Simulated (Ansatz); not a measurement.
Mulliken charges of CH$_{4}$S$_{2}$Si (`CS[Si]S`) from ωB97M-V/def2-TZVPP in Ansatz (PBE0-D4/def2-TZVP geometry).

```csv
atom,x (Å),y (Å),z (Å),charge (e)
C1,-0.072,1.051,-0.291,-0.383
S2,0.163,0.626,1.450,-0.126
Si3,0.299,-1.471,1.791,0.182
S4,0.104,-2.398,-0.136,-0.234
H5,-0.130,2.138,-0.345,0.151
H6,-1.002,0.630,-0.672,0.145
H7,0.773,0.714,-0.891,0.145
H8,-0.043,-1.347,-0.962,0.120
```

**Question.** By hand: the dipole of these point charges (1 e Å = 4.8032 D).

**Answer.** Σ q r = (-0.021, 0.168, -0.108) e Å, of length 0.201 e Å = 0.97 D.

**Question.** How does the dipole of the full density compare? (Estimate.)

**Answer.** Computed: (-0.057, 0.276, -0.363) e Å, 2.21 D; the point charges give 0.44 times that, at 20° from its direction.

Point charges leave out the atoms' own dipoles, such as those of lone pairs, and Mulliken's split depends on the basis, so the two needn't agree.
